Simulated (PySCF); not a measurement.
**Electron correlation in Mo²⁺ (molybdenum, charge +2)**

[Kr] 4d3 5s1, high-spin 5F determinant (an excited configuration). All numbers are calculated (PySCF 2.14, the spin-free X2C one-electron Hamiltonian (Gaussian nucleus), in ANO-RCC-VTZP (7s6p4d2f1g, 68 functions)). Frozen: [Ar] 3d10; 12 electrons correlated.

| level | correlation energy (mhartree) |
| --- | --- |
| CCSD | -323.68 |
| (T) | -7.46 |
| CCSD(T) | -331.14 |

Diagnostics: T1 = 0.0056, D1 = 0.0215, largest double amplitude 0.030.

Cost of the coupled-cluster step: of the order of 7 core-seconds, for 12 correlated electrons.
